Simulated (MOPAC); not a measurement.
Input file for MOPAC: PM6 on C2H7IO (a complex).

```
PM6 1SCF PRECISE CHARGE=0 THREADS=1
C2H7IO

C      0.76888425 1    -0.82014829 1     0.06759025 1
O      0.32688298 1     0.26357765 1     0.87059720 1
C     -0.98971672 1     0.68641325 1     0.55061986 1
H      0.79363772 1    -0.53126713 1    -0.98804491 1
H      0.11508773 1    -1.69111468 1     0.18687080 1
H      1.77353189 1    -1.07596179 1     0.39740942 1
H     -1.03925722 1     1.03908696 1    -0.48455704 1
H     -1.23772113 1     1.50361198 1     1.22457437 1
H     -1.70936146 1    -0.12816601 1     0.68784843 1
I     -0.00626196 1    -1.13224974 1     3.99969590 1
H      0.24978014 1    -0.36853996 1     2.55997316 1
```

Output:

```
*******************************************************************************
 **                                                                           **
 **                              MOPAC v23.2.5                                **
 **                                                                           **
 *******************************************************************************
 ** MOPAC's Digital Object Identifier: https://doi.org/10.5281/zenodo.6511958 **
 **                                                                           **
 ** Please cite the open-source release paper for use of this MOPAC version:  **
 ** J. E. Moussa and J. J. P. Stewart (2026)                                  **
 ** MOPAC: An open-source semiempirical molecular orbital program             **
 ** J. Open Source Softw., 11(119), 8025, https://doi.org/10.21105/joss.08025 **
 *******************************************************************************

                              PM6 CALCULATION RESULTS

 *******************************************************************************
 *  PM6        - The PM6 Hamiltonian to be used
 *
 *
 *
 *                 CHARGE ON SYSTEM = 0
 *
 *
 *
 *  PRECISE    - TIGHTER CRITERIA TO BE USED
 *  1SCF       - DO 1 SCF AND THEN STOP
 *  THREADS=1  - MULTI-THREADING NOT USED
 *  T=         - A TIME OF 172800.0 SECONDS REQUESTED
 *  DUMP=N     - RESTART FILE WRITTEN EVERY 7200.0 SECONDS REQUESTED
 *******************************************************************************
PM6 1SCF PRECISE CHARGE=0 THREADS=1
 C2H7IO

   ATOM   CHEMICAL          X               Y               Z
  NUMBER   SYMBOL      (ANGSTROMS)     (ANGSTROMS)     (ANGSTROMS)

     1       C          0.76888425  *  -0.82014829  *   0.06759025  *
     2       O          0.32688298  *   0.26357765  *   0.87059720  *
     3       C         -0.98971672  *   0.68641325  *   0.55061986  *
     4       H          0.79363772  *  -0.53126713  *  -0.98804491  *
     5       H          0.11508773  *  -1.69111468  *   0.18687080  *
     6       H          1.77353189  *  -1.07596179  *   0.39740942  *
     7       H         -1.03925722  *   1.03908696  *  -0.48455704  *
     8       H         -1.23772113  *   1.50361198  *   1.22457437  *
     9       H         -1.70936146  *  -0.12816601  *   0.68784843  *
    10       I         -0.00626196  *  -1.13224974  *   3.99969590  *
    11       H          0.24978014  *  -0.36853996  *   2.55997316  *



          CARTESIAN COORDINATES

    NO.       ATOM           X           Y           Z

     1         C          0.7689     -0.8201      0.0676
     2         O          0.3269      0.2636      0.8706
     3         C         -0.9897      0.6864      0.5506
     4         H          0.7936     -0.5313     -0.9880
     5         H          0.1151     -1.6911      0.1869
     6         H          1.7735     -1.0760      0.3974
     7         H         -1.0393      1.0391     -0.4846
     8         H         -1.2377      1.5036      1.2246
     9         H         -1.7094     -0.1282      0.6878
    10         I         -0.0063     -1.1322      3.9997
    11         H          0.2498     -0.3685      2.5600

 General Reference for PM6:
 "Optimization of Parameters for Semiempirical Methods V: Modification of NDDO Approximations
 and Application to 70 Elements", J. J. P. Stewart, J. Mol. Mod., 13, 1173-1213 (2007)
 URL: https://link.springer.com/article/10.1007/s00894-007-0233-4

           Empirical Formula: C2 H7 O I  =    11 atoms



      MOLECULAR POINT GROUP   :   Cs


      RHF CALCULATION, NO. OF DOUBLY OCCUPIED LEVELS = 14


 -------------------------------------------------------------------------------
 PM6 1SCF PRECISE CHARGE=0 THREADS=1
 C2H7IO



     1SCF WAS SPECIFIED, SO BFGS WAS NOT USED
     SCF FIELD WAS ACHIEVED


                              PM6 CALCULATION
                                                       MOPAC v23.2.5 Linux




          FINAL HEAT OF FORMATION =        -48.36416 KCAL/MOL =    -202.35564 KJ/MOL


          COSMO AREA              =        137.63 SQUARE ANGSTROMS
          COSMO VOLUME            =        128.44 CUBIC ANGSTROMS

          IONIZATION POTENTIAL    =          9.713849 EV
          HOMO LUMO ENERGIES (EV) =         -9.714  1.028
          NO. OF FILLED LEVELS    =         14
          MOLECULAR WEIGHT        =        173.9812         POINT GROUP:  Cs

          MOLECULAR DIMENSIONS (Angstroms)

            Atom       Atom       Distance
            I    10    H     7     5.08825
            H     8    H     6     3.92931
            O     2    H     9     1.67775


          SCF CALCULATIONS        =          1





   ATOM   CHEMICAL          X               Y               Z
  NUMBER   SYMBOL      (ANGSTROMS)     (ANGSTROMS)     (ANGSTROMS)

     1       C          0.76888425  *  -0.82014829  *   0.06759025  *
     2       O          0.32688298  *   0.26357765  *   0.87059720  *
     3       C         -0.98971672  *   0.68641325  *   0.55061986  *
     4       H          0.79363772  *  -0.53126713  *  -0.98804491  *
     5       H          0.11508773  *  -1.69111468  *   0.18687080  *
     6       H          1.77353189  *  -1.07596179  *   0.39740942  *
     7       H         -1.03925722  *   1.03908696  *  -0.48455704  *
     8       H         -1.23772113  *   1.50361198  *   1.22457437  *
     9       H         -1.70936146  *  -0.12816601  *   0.68784843  *
    10       I         -0.00626196  *  -1.13224974  *   3.99969590  *
    11       H          0.24978014  *  -0.36853996  *   2.55997316  *

                             CARTESIAN COORDINATES

   1    C        0.768884250    -0.820148290     0.067590250
   2    O        0.326882980     0.263577650     0.870597200
   3    C       -0.989716720     0.686413250     0.550619860
   4    H        0.793637720    -0.531267130    -0.988044910
   5    H        0.115087730    -1.691114680     0.186870800
   6    H        1.773531890    -1.075961790     0.397409420
   7    H       -1.039257220     1.039086960    -0.484557040
   8    H       -1.237721130     1.503611980     1.224574370
   9    H       -1.709361460    -0.128166010     0.687848430
  10    I       -0.006261960    -1.132249740     3.999695900
  11    H        0.249780140    -0.368539960     2.559973160


           Empirical Formula: C2 H7 O I  =    11 atoms



      MOLECULAR POINT GROUP   :   Cs


                  EIGENVALUES
 -30.79303 -26.23096 -24.19953 -20.36132 -17.46197 -17.17269 -16.76923 -14.16474
 -13.58922 -13.18604 -12.46911 -10.27599  -9.71899  -9.71385   1.02794   2.01666
   3.62432   4.96124   4.98105   5.01529   5.15130   5.52752   5.66280 112.43268
 112.45963 112.46408 113.14512 113.14518


              NET ATOMIC CHARGES AND DIPOLE CONTRIBUTIONS

  ATOM NO.   TYPE          CHARGE      No. of ELECS.   s-Pop       p-Pop       d-Pop
    1          C          -0.206137        4.2061     1.09112     3.11502
    2          O          -0.409798        6.4098     1.84428     4.56552
    3          C          -0.206128        4.2061     1.09112     3.11501
    4          H           0.133407        0.8666     0.86659
    5          H           0.132703        0.8673     0.86730
    6          H           0.159435        0.8406     0.84056
    7          H           0.133409        0.8666     0.86659
    8          H           0.159418        0.8406     0.84058
    9          H           0.132692        0.8673     0.86731
   10          I          -0.266803        7.2668     1.96693     5.29745     0.00242
   11          H           0.237800        0.7622     0.76220
 DIPOLE           X         Y         Z       TOTAL
 POINT-CHG.    -0.895     0.137    -3.671     3.781
 HYBRID         0.024    -0.072     0.312     0.321
 SUM           -0.870     0.065    -3.360     3.471


          ATOMIC ORBITAL ELECTRON POPULATIONS

     Atom    s        px        py        pz      x^2-y^2     xz        z^2       yz        xy
    1  C   1.09112   1.11539   0.94833   1.05129
    2  O   1.84428   1.37943   1.55887   1.62722
    3  C   1.09112   0.85615   1.11584   1.14303
    4  H   0.86659
    5  H   0.86730
    6  H   0.84056
    7  H   0.86659
    8  H   0.84058
    9  H   0.86731
   10  I   1.96693   1.98237   1.84782   1.46726   0.00008   0.00020   0.00100   0.00110   0.00005
   11  H   0.76220

 **********************
 *                    *
 * JOB ENDED NORMALLY *
 *                    *
 **********************




 == MOPAC DONE ==
```

The run finished.

Cost: about 0.03 core-seconds (a rough figure).
